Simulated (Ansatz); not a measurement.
Computed with Ansatz on PBE0-D4/def2-TZVP structures; ΔE is electronic, products minus reactants. CCSD(T)/CBS is the MP2 limit (def2-TZVPP, def2-QZVPP) plus CCSD(T) − MP2 in def2-TZVPP, frozen cores. This one scheme is used for every species. Functionals use def2-TZVPP. HSE06 is defined as in plane-wave codes. One conformer a species, not always the lowest.

`CCSc1ccccc1` + `SS` → `CCSS` + `Sc1ccccc1`  (substitution at a C–S bond)

Is it downhill or uphill in electronic energy at CCSD(T)/CBS, and by how much? (Best estimate.)

Ansatz gave: Downhill: ΔE = -2.0 kcal/mol.

What do these levels give: PBE0-D4, ωB97M-V, HSE06, CAM-B3LYP, HF/def2-TZVPP, CCSD/CBS(def2)? (An estimate is asked.)

Computed: PBE0-D4 -2.2, ωB97M-V -2.2, HSE06 -2.9, CAM-B3LYP -2.8, HF/def2-TZVPP -3.1, CCSD/CBS(def2) -2.2 kcal/mol.

Largest T1 diagnostic among the species: 0.011.

The D4 term adds +0.9 kcal/mol with B3LYP and +0.6 kcal/mol with PBE0; it sums over pairs of atoms, weighted by their polarisabilities, and B3LYP, whose exchange is more repulsive, gets the larger term. Leaving LDA and LC-ωPBE aside and taking each functional with its dispersion term where it has one, the values, not all of them listed here, spread over 0.5 kcal/mol, from B2PLYP to revPBE-D4.

B3LYP here is the variant with VWN-RPA as its local correlation; programs differ in this.
